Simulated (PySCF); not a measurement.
CdFCl, SMILES [Cd]([F])[Cl].

Geometry: B3LYP-D3(BJ)/def2-TZVP. The def2 effective core potentials stand for the cores of Cd; spin–orbit coupling is left out.

Vertical ionisation energy (IE) and electron affinity (EA) in eV. Rows of orbital energies are one-electron estimates. Where ΔSCF, EOM or ADC give a negative EA the extra electron is unbound and the value depends on the basis.

```
level                                               IE    EA
------------------------------------------------  ----  ----
−ε(HOMO), −ε(LUMO), CAM-B3LYP/def2-TZVPD (PySCF)     …     …
−ε(HOMO), −ε(LUMO), PBE/def2-TZVPD (PySCF)        7.80  3.39
```

**Question.** Some entries are withheld; supply them. (Estimate from the structure and the level; the computed values follow.)

**Answer.** 
- −ε(HOMO), −ε(LUMO), CAM-B3LYP/def2-TZVPD (PySCF), IE: 10.60
- −ε(HOMO), −ε(LUMO), CAM-B3LYP/def2-TZVPD (PySCF), EA: 1.59
